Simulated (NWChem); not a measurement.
**Lowest excitation of HNP (+1)**

SMILES: N#[PH+]
```xyz
3

N      0.0000     0.0000     1.0969
P      0.0000     0.0000    -0.3898
H      0.0000     0.0000    -1.8314
```
Charge +1, spin multiplicity 1.

The numbers come from NWChem runs, not from measurements. All single points use one geometry, from PBE0/def2-SVP, a minimum by its harmonic frequencies.

Basis set: def2-SVPD.

```json
[
 {"method": "CIS", "lowest vertical singlet excitation energy (eV)": "3.87", "relative cost": "under 3", "difference from EOM-CCSD": "-1.57"},
 {"method": "TD-BHandHLYP", "lowest vertical singlet excitation energy (eV)": "4.10", "relative cost": "under 3", "difference from EOM-CCSD": "-1.34"},
 {"method": "TD-B3LYP", "lowest vertical singlet excitation energy (eV)": "4.60", "relative cost": "under 3", "difference from EOM-CCSD": "-0.84"},
 {"method": "TD-PBE", "lowest vertical singlet excitation energy (eV)": "4.92", "relative cost": "1", "difference from EOM-CCSD": "-0.52"},
 {"method": "EOM-CCSD", "lowest vertical singlet excitation energy (eV)": "5.44", "relative cost": "under 3", "difference from EOM-CCSD": "0.00"}
]
```

The values span 1.57 eV, from CIS (lowest) to EOM-CCSD (highest). Costs are rough ratios of processor time within this set of runs, SCF included, with TD-PBE as 1.

The correlated methods keep 6 core orbitals frozen. B3LYP has NWChem's definition, with VWN1-RPA local correlation. The structure started from a generated list of species. Coupled-cluster values serve here as a point of comparison, not as the truth.
